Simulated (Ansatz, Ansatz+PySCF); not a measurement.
```json
{"atom": "H", "x (Å)": "0.0000", "y (Å)": "0.0000", "z (Å)": "-2.4846"}
{"atom": "F", "x (Å)": "0.0000", "y (Å)": "0.0000", "z (Å)": "0.2761"}
```

Basis set: cc-pVDZ (spherical functions). Correlated methods keep 1 orbital frozen. Charge 0, multiplicity 1.

Computed with Ansatz (development build ahead of 0.2.0); each method stands on the lowest determinant of its kind that the runs found. Restricted open shells among the atoms or ions are ROHF, correlated in semicanonical orbitals with singles. Restricted functionals stand beside restricted open-shell atoms, which can lie above the unrestricted atoms usual in DFT and then raise those values.

The atomization energy at this shape (free ground-state atoms in the same class of orbitals less the molecule, no zero-point energy) of singlet HF:

| method | atomization energy |
| --- | --- |
| ωB97X (unrestricted) | 0.03 eV |
| r²SCAN (unrestricted) | 0.14 eV |
| PBE0 (unrestricted) | 0.08 eV |
| PBE (unrestricted) | 0.24 eV |
| r²SCAN (restricted) | -1.47 eV |
| ωB97X (restricted) | -2.52 eV |
| PBE (restricted) | -0.86 eV |
| UHF-CCSDT(Q) | 0.05 eV |
| UHF-CCSD(T) | 0.02 eV |
| UHF-MP2 | 0.01 eV |
| RHF-MP2 | -1.01 eV |
| UHF | 0.01 eV |
| RHF | -5.74 eV |

Task: What does PBE0 (restricted) give?

Result: -2.04 eV. Caution for ωB97X (unrestricted), r²SCAN (unrestricted), PBE0 (unrestricted), PBE (unrestricted), r²SCAN (restricted), ωB97X (restricted), PBE (restricted), PBE0 (restricted): charge can spread falsely over distant fragments. Caution for ωB97X (unrestricted), PBE0 (unrestricted), UHF-CCSDT(Q), UHF-CCSD(T), UHF-MP2, UHF: the unrestricted determinant is a mixture of spin states. Caution for r²SCAN (unrestricted), PBE (unrestricted): the unrestricted determinant is spin contaminated. Caution for r²SCAN (restricted), ωB97X (restricted), PBE (restricted), PBE0 (restricted), RHF-MP2, RHF: an unrestricted determinant lies well below. Caution for r²SCAN (restricted), ωB97X (restricted), PBE0 (restricted), RHF-MP2, RHF: the molecule lies well above its atoms at this level. Caution for UHF-CCSDT(Q), UHF-CCSD(T), UHF-MP2: a plain start can end on a higher determinant; bonds are stretched, where a single reference can fail. Caution for UHF-CCSDT(Q): the amplitudes may be one of several solutions. Caution for RHF-MP2: large amplitudes, a single reference is doubtful.
